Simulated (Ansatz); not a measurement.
Cost and result for the atomization energy of C3H9Cl3SiSn (`C[Si](C)(C)[Sn]([Cl])([Cl])[Cl]`) (17 atoms, 16 bonds).

| atom | x (Å) | y (Å) | z (Å) |
| --- | --- | --- | --- |
| C1 | -1.1469 | 1.5463 | 0.5144 |
| Si2 | 0.1072 | 0.3223 | -0.1226 |
| C3 | 1.8110 | 0.5857 | 0.5875 |
| C4 | 0.1055 | 0.1754 | -1.9815 |
| Sn5 | -0.6629 | -1.9857 | 0.7572 |
| Cl6 | 0.7223 | -3.7457 | 0.1087 |
| Cl7 | -0.7548 | -2.1221 | 3.0831 |
| Cl8 | -2.7928 | -2.6034 | 0.0369 |
| H9 | -1.1776 | 1.5511 | 1.6061 |
| H10 | -0.8834 | 2.5541 | 0.1783 |
| H11 | -2.1484 | 1.3172 | 0.1442 |
| H12 | 2.5024 | -0.1932 | 0.2590 |
| H13 | 1.7898 | 0.5869 | 1.6795 |
| H14 | 2.2050 | 1.5512 | 0.2549 |
| H15 | 0.4254 | 1.1224 | -2.4275 |
| H16 | -0.8922 | -0.0569 | -2.3601 |
| H17 | 0.7904 | -0.6057 | -2.3182 |

Total charge 0; spin multiplicity 1. Correlated methods include outer-core shells of Sn, which these sets cover unevenly. Sn: def2 effective core potential. The structure was optimised at the PBE0-D4/def2-TZVP level. It is one conformer, not always the lowest. Program: Ansatz. All runs use 4 threads of an AMD EPYC 7R13 on a shared host and a share of an NVIDIA H100 80 GB. Times are those of one run each, without the atoms' runs, and a repeat can differ threefold. Electronic energies, without spin–orbit coupling; frozen cores. CCSD(T)/CBS adds CCSD(T) − MP2 in def2-TZVPP to the MP2 limit, and its time is that of the two runs behind it. T1 = 0.011. With those shells the extrapolation isn't a true limit. B3LYP takes the VWN-RPA correlation (the form of Gaussian; ORCA's B3LYP/G). HSE06 is the plane-wave form, built on full-range PBE exchange.

CCSD(T)/CBS is a level of theory with its own doubt, some kJ/mol a heavy atom from the limit and from the frozen cores, so smaller differences don't rank the functionals.

| level | functions | wall time | atomization (kcal/mol) | difference from CCSD(T)/CBS | per bond |
| --- | --- | --- | --- | --- | --- |
| revPBE-D4/def2-TZVPP | 437 | 3.1 s | 1431.5 | -17.8 | -1.1 |
| HSE06-D4/def2-TZVPP | 437 | 3.1 s | 1450.8 | 1.5 | 0.1 |
| CCSD(T)/def2-SVP | 185 | 3.1 s | 1355.7 | -93.6 | -5.8 |
| LDA (SPW92)/def2-TZVPP | 437 | 3.1 s | 1629.2 | 179.9 | 11.2 |
| r2SCANh-D4/def2-TZVPP | 437 | 3.6 s | 1445.8 | -3.5 | -0.2 |
| PBE-D4/def2-TZVPP (with forces) | 437 | 3.8 s | 1463.2 | 13.9 | 0.9 |
| ωB97X-V/def2-TZVPP | 437 | 3.9 s | 1451.1 | 1.8 | 0.1 |
| PBE0-D4/def2-TZVPP | 437 | 3.9 s | 1450.1 | 0.8 | 0.1 |
| B2PLYP/def2-TZVPP | 437 | 3.9 s | 1420.2 | -29.1 | -1.8 |
| B3LYP-D4/def2-TZVPP (with forces) | 437 | 5 s | 1437.8 | -11.5 | -0.7 |
| MP2/def2-QZVPP | 803 | 7 s | 1451.2 | 1.9 | 0.1 |
| CCSD(T)/def2-TZVPP | 437 | 37 s | 1407.8 | -41.5 | -2.6 |
| CCSD(T)/CBS(def2) | – | 44 s | 1449.3 | 0.0 | 0.0 |

Leaving LDA and LC-ωPBE aside and taking each functional with its dispersion term where it has one, the values, not all of them listed here, spread over 50.4 kcal/mol, from BHLYP-D4 to PBE-D4. LDA lies +179.7 kcal/mol from PBE without D4, its usual overbinding. At CCSD(T), def2-SVP lies −93.6 kcal/mol from the extrapolated value and def2-TZVPP −41.5 kcal/mol: correlation converges slowly with the basis, and small sets miss more of it in the bonded molecule than in its fragments. In def2-TZVPP, CCSD(T) changes the Hartree–Fock value by +320.9 kcal/mol (the triples alone add +21.1 kcal/mol) and MP2 by +339.8 kcal/mol; breaking electron pairs costs correlation energy, which Hartree–Fock lacks.

Spin–orbit coupling would lower the free Sn atoms strongly, and the atomization energy with them, by more than many differences here. For some Ge, Se and Sn compounds the MP2-based and the directly extrapolated limit differ by 10 to 25 kJ/mol.
